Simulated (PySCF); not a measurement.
Some computed properties have been withheld. Give your best values.

Compound: C5H11OS (doublet state).
Z-matrix (Å and degrees, GFN2-xTB geometry), rows numbered from 1:
```
C 
C   1  1.4781
C   2  1.5304  1  110.98
C   2  1.5551  1  109.46  3   119.75
O   4  1.4078  2  109.39  1    58.57
C   2  1.5344  1  108.30  3  -122.23
S   6  1.8374  2  112.37  1   176.75
H   1  1.0721  2  120.19  3   -26.51
H   1  1.0715  2  120.02  3   163.58
H   3  1.0877  2  110.58  1   178.95
H   3  1.0871  2  110.43  1    58.68
H   3  1.0872  2  109.90  1   -61.25
H   4  1.0989  2  108.64  1   -62.43
H   4  1.0989  2  108.44  1   179.58
H   5  0.9620  4  108.72  2   177.82
H   6  1.0901  2  110.02  1    57.22
H   6  1.0885  2  109.27  1   -64.03
H   7  1.3300  6   95.09  2   171.97
```

| property | level | value |
| --- | --- | --- |
| point group of the GFN2-xTB geometry | GFN2-xTB | ? |
| rotational constants A, B, C of the GFN2-xTB geometry | GFN2-xTB | 2.696, 1.637, 1.324 GHz |
| isotropic g value | unrestricted B3LYP/pcH-1, mean-field spin–orbit | ? |
| spin squared ⟨S²⟩ | unrestricted B3LYP/pcH-1 | ? |
| largest isotropic hyperfine couplings (means over sets of like nuclei) | unrestricted B3LYP/pcH-1, mean-field spin–orbit | 13C +95.2 (C1), 13C +64.0 (C4), 1H -61.8 (H8/H9), 13C +33.1 (C6), 13C -30.2 (C2) MHz |

The electronic properties come from PySCF, for the isolated species, density fitting. GFN2-xTB frequencies show an imaginary mode (39i cm⁻¹), so this geometry is no minimum at that level. Hyperfine couplings depend on the geometry, which wasn't re-optimised at a DFT level. Couplings of like nuclei are plain means over topologically equivalent atoms, as if these changed places fast (by rotation of a methyl-like group, say); in this geometry the members of some sets differ.

What is the point group of the GFN2-xTB geometry?

C1.

Give the isotropic g value.

2.00253.

What is the spin squared ⟨S²⟩?

0.754.

At 9.50 GHz, hν = g·μB·B₀ (B₀ the magnetic field) puts the centre of the isotropic spectrum, to first order, at 338.9 mT. ⟨S²⟩ is 0.004 above the pure-spin value S(S + 1) = 0.75. g_iso is shifted by about +210 ppm from the free-electron value 2.002319.

For the EPR job (B3LYP), on one thread of an Intel Xeon at 2.60 GHz, no GPU, shared host, this took 85 s of wall time (with the writing of density and orbital grids) and 0.97 GiB of memory at its peak.

One conformer stands for the species.
